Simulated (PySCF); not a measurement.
Cl2HHfO, SMILES [OH][Hf+]([Cl])[Cl], charge +1, multiplicity 1.

Geometry: PBE-D3(BJ)/def2-SVP. The multiplicity is an assumed one; other spin states were not compared. The isomer is the one that the SMILES or the coordinates give; other isomers of the formula were not compared. The def2 effective core potentials stand for the cores of Hf; spin–orbit coupling is left out. The values are those of a single conformer.

These are HF/def2-TZVPD (PySCF) values and carry that method's errors.

Symmetry labels are those of the subgroup Cs that the program uses (full group Cs).

Computed valence orbital energies around the gap with their symmetry:
```csv
orbital,symmetry,energy (eV)
HOMO−7,A",-20.32
HOMO−6,A',-20.15
HOMO−5,A',-19.31
HOMO−4,A",-18.92
HOMO−3,A',-18.36
HOMO−2,A',-17.88
HOMO−1,A",-17.75
HOMO,A",-17.35
LUMO,A',-5.95
LUMO+1,A",-4.26
LUMO+2,A',-3.80
LUMO+3,A',-2.95
```
